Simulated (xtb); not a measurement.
In(Br)(Me)(NH2) (CH₅BrInN), SMILES [CH3][In]([NH2])[Br]. All values are semi-empirical tight-binding results from xtb (GFN2-xTB unless named), good for trends rather than for accurate numbers. Coordinates come from a GFN2-xTB optimisation. The structure was generated by enumeration; whether it is a known compound was not checked. One conformer was computed; it need not be the lowest.

Optimised geometry:

```xyz
9

In     0.5261     0.4362     0.0619
Br    -1.3411    -1.1860    -0.2120
C      0.5184     2.3379    -1.0965
H      1.1568     2.2298    -1.9699
H      0.8935     3.1286    -0.4528
H     -0.5036     2.5441    -1.4041
N      1.7244    -0.1232     1.6334
H      2.6848     0.1952     1.5743
H      1.7504    -1.1270     1.7846
```
Charge 0, spin multiplicity 1.

For metal compounds this method's bond lengths and energies can be far off.

Computed properties:
```
Item                                           Value
-------------------------------------  -------------
orbital gap                                  2.92 eV
zero-point energy                      36.1 kcal/mol
G − E(el) at 298.15 K (modified RRHO)  14.0 kcal/mol
```

Question: Give the atomic charges and the Wiberg bond orders between heavy atoms. (An estimate is asked for; the answer gives what the named calculation found.)

Answer: charges (e) In1 0.20, Br2 -0.21, C3 -0.15, H4 0.07, H5 0.08, H6 0.08, N7 -0.40, H8 0.16, H9 0.18. Bond orders In1–Br2 1.00, In1–C3 0.76, In1–N7 0.98.
